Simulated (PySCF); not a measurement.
W(O)2(OH)2 anion (H₂O₄W), SMILES [O]=[W](=[O])([OH])[OH] (connectivity only; charge and spin as stated), charge -1, multiplicity 2.

Geometry: PBE0-D3(BJ)/def2-SVPD. The spin state was assumed, not searched. The isomer is the one that the SMILES or the coordinates give; other isomers of the formula were not compared. The def2 effective core potentials stand for the cores of W; spin–orbit coupling is left out. The values are those of a single conformer.

The numbers are results of PBE0-D3(BJ)/def2-SVPD in PySCF 2.14.0, not measurements.

Frequencies are harmonic and unscaled.

```csv
mode,ν (cm⁻¹),IR (km/mol),moving atoms (share of kinetic energy)
1,128,0.0,O 96 %
2,178,6.7,"O 81 %, W 15 %"
3,220,1.6,"O 81 %, W 14 %"
4,256,0.4,"O 87 %, H 10 %"
5,309,4.4,O 92 %
6,352,0.0,"H 89 %, O 11 %"
7,394,175.3,H 92 %
8,555,152.1,"O 90 %, W 9 %"
9,604,142.8,"O 83 %, W 11 %"
10,785,58.9,H 93 %
11,789,148.0,"H 89 %, O 11 %"
12,910,350.8,"O 88 %, W 12 %"
13,956,110.8,O 95 %
14,3934,111.4,H 94 %
15,3937,7.5,H 94 %
```
